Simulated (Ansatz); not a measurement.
Nudged elastic band run: C3H11NSi

The input (input.yaml):

```yaml
crystal:
  periodic: [false, false, false]
  atoms:
    - { symbol: C, position_ang: [0.709084, -1.799279, 0.448048] }
    - { symbol: C, position_ang: [1.456982, -0.731783, -0.381775] }
    - { symbol: Si, position_ang: [0.356235, 0.640979, -1.104007] }
    - { symbol: "N", position_ang: [-0.532844, 1.526942, 0.115574] }
    - { symbol: C, position_ang: [-1.746523, 1.070826, 0.789563] }
    - { symbol: H, position_ang: [-0.09305, -2.290079, -0.142727] }
    - { symbol: H, position_ang: [1.39011, -2.600098, 0.804709] }
    - { symbol: H, position_ang: [0.233472, -1.351641, 1.344662] }
    - { symbol: H, position_ang: [1.986176, -1.209676, -1.237309] }
    - { symbol: H, position_ang: [2.245486, -0.249028, 0.235939] }
    - { symbol: H, position_ang: [1.212721, 1.659542, -1.803101] }
    - { symbol: H, position_ang: [-0.570484, -0.01225, -2.105259] }
    - { symbol: H, position_ang: [-0.415025, 2.542499, 0.127315] }
    - { symbol: H, position_ang: [-1.810774, -0.034951, 0.750281] }
    - { symbol: H, position_ang: [-1.756234, 1.351654, 1.866982] }
    - { symbol: H, position_ang: [-2.688334, 1.463742, 0.335306] }
basis:
  gaussian: { orbitals: def2-SVP }
hamiltonian:
  xc: blyp
  dispersion: d4
neb:
  order_check: false
  images: 7
  f_tol: 0.05
  max_iterations: 60
  initial_path: idpp
  spring: 20.0
  final_atoms:
    - { symbol: C, position_ang: [0.66276819, -1.83434844, 0.3597141] }
    - { symbol: C, position_ang: [1.43505544, -0.7533041, -0.4289577] }
    - { symbol: Si, position_ang: [0.36969202, 0.68480895, -1.07260479] }
    - { symbol: "N", position_ang: [-0.48841643, 1.52993414, 0.19735665] }
    - { symbol: C, position_ang: [-1.71593906, 1.07585242, 0.84755444] }
    - { symbol: H, position_ang: [-0.159304, -2.27375725, -0.24395133] }
    - { symbol: H, position_ang: [1.3226443, -2.6704143, 0.67250033] }
    - { symbol: H, position_ang: [0.20946535, -1.41363457, 1.28065069] }
    - { symbol: H, position_ang: [1.94042871, -1.20659653, -1.31189919] }
    - { symbol: H, position_ang: [2.24438212, -0.32401988, 0.20127735] }
    - { symbol: H, position_ang: [1.25156071, 1.71413026, -1.72275726] }
    - { symbol: H, position_ang: [-0.5800432, 0.11326334, -2.10179278] }
    - { symbol: H, position_ang: [-0.33915301, 2.53909117, 0.26380519] }
    - { symbol: H, position_ang: [-1.71564551, 1.29498305, 1.93898437] }
    - { symbol: H, position_ang: [-2.6444854, 1.52434624, 0.4188023] }
    - { symbol: H, position_ang: [-1.81601221, -0.02293551, 0.74551862] }
```

Run as:

```bash
$ ansatz run input.yaml --threads 2 --pin off --max-ram 3072MiB --backend cpu --events-out ev --progress --plain --runs-dir out
```

Output, in part (warnings, iteration lines, the closing report on the highest movable image, with atoms numbered from 0):

```
NEB end point (image 0): max|allowed force component| = 5.527e-3 eV/Å (the criterion of neb.relax_end_points is 1.000e-2)
NEB end point (image 8): max|allowed force component| = 1.236e-2 eV/Å (the criterion of neb.relax_end_points is 1.000e-2)
NEB iter   1: max|band force component| = 7.286e-1 eV/Å  barrier→ = 0.0834 eV  barrier← = 0.0834 eV  Δτ_max = 0.0840 Å  (257 SCF iters)
NEB iter   2: max|band force component| = 3.645e-1 eV/Å  barrier→ = 0.0356 eV  barrier← = 0.0356 eV  CI = image 4  Δτ_max = 0.0663 Å  (211 SCF iters)
NEB iter   3: max|band force component| = 2.069e-1 eV/Å  barrier→ = 0.0316 eV  barrier← = 0.0316 eV  CI = image 4  Δτ_max = 0.1176 Å  (212 SCF iters)
NEB iter   4: max|band force component| = 1.943e-1 eV/Å  barrier→ = 0.0303 eV  barrier← = 0.0303 eV  CI = image 4  Δτ_max = 0.1557 Å  (207 SCF iters)
NEB iter   5: max|band force component| = 1.927e-1 eV/Å  barrier→ = 0.0301 eV  barrier← = 0.0301 eV  CI = image 4  Δτ_max = 0.0559 Å  (207 SCF iters)
NEB iter   6: max|band force component| = 1.199e-1 eV/Å  barrier→ = 0.0300 eV  barrier← = 0.0300 eV  CI = image 4  Δτ_max = 0.0255 Å  (208 SCF iters)
NEB iter   7: max|band force component| = 5.207e-2 eV/Å  barrier→ = 0.0300 eV  barrier← = 0.0300 eV  CI = image 4  Δτ_max = 0.0221 Å  (209 SCF iters)
NEB iter   8: max|band force component| = 2.031e-2 eV/Å  barrier→ = 0.0300 eV  barrier← = 0.0300 eV  CI = image 4  Δτ_max = 0.0000 Å  (421 SCF iters)
Total energy: -12650.09739567 eV, -464.8825047470 hartree
Atom 0 at     0.567416    -1.903092     0.062116 Å, force    -0.000181    -0.000529     0.001068 eV/Å
Atom 1 at     1.369507    -0.756950    -0.594780 Å, force     0.000206     0.000707    -0.001122 eV/Å
Atom 2 at     0.352427     0.798923    -0.996375 Å, force     0.000501     0.003463    -0.004190 eV/Å
Atom 3 at    -0.398988     1.532130     0.402910 Å, force    -0.001317    -0.001242     0.003272 eV/Å
Atom 4 at    -1.590288     1.031067     1.089660 Å, force    -0.005471     0.000379     0.005347 eV/Å
Atom 5 at    -0.301485    -2.204423    -0.560279 Å, force     0.000304     0.000309    -0.000675 eV/Å
Atom 6 at     1.189732    -2.809079     0.217610 Å, force    -0.000058     0.000275     0.000099 eV/Å
Atom 7 at     0.173230    -1.602844     1.054418 Å, force    -0.000701    -0.000604    -0.000000 eV/Å
Atom 8 at     1.825567    -1.104526    -1.549712 Å, force    -0.000009     0.000511     0.000215 eV/Å
Atom 9 at     2.217875    -0.456299     0.058234 Å, force    -0.000371    -0.000242     0.000332 eV/Å
Atom 10 at     1.250138     1.854954    -1.578371 Å, force     0.000691    -0.000039     0.001120 eV/Å
Atom 11 at    -0.691996     0.396546    -2.014196 Å, force     0.000371    -0.002439    -0.000083 eV/Å
Atom 12 at    -0.194713     2.515468     0.581722 Å, force     0.001457    -0.001056    -0.002297 eV/Å
Atom 13 at    -1.376980     0.141690     1.725572 Å, force     0.001124     0.001106    -0.000754 eV/Å
Atom 14 at    -2.009482     1.808230     1.759690 Å, force     0.002059    -0.000874    -0.001841 eV/Å
Atom 15 at    -2.404963     0.735606     0.385980 Å, force     0.001395     0.000273    -0.000491 eV/Å
Dipole moment:    -0.042482     0.076863     0.184320 e Å
```

The forces met the threshold. A structure lower than the last end lies on the path between it and the top, so the climb from that side starts below the end, which may itself be a saddle point or a shallow side well. Another band between the same ends (7 images) ends at a top of the same energy, where a vibrational analysis finds 1 clearly imaginary mode.

Final band (atoms are numbered from 1 in the order of the input):

```csv
image,path coordinate (Å),energy (kJ/mol),dihedral Si3–N4–C5–H15 (°)
0,0.00,0.0,141
1,0.44,0.1,155
2,0.88,0.6,168
3,1.32,1.7,-177
4,1.75,2.9,-165
5,2.31,-0.4,-158
6,2.87,-1.1,-138
7,3.42,-0.3,-118
8,3.98,0.0,-97
```

The run took 91 s on 2 threads of Intel(R) Xeon(R) 6975P-C (Granite Rapids), on a shared host, peak memory 0.19 GiB.
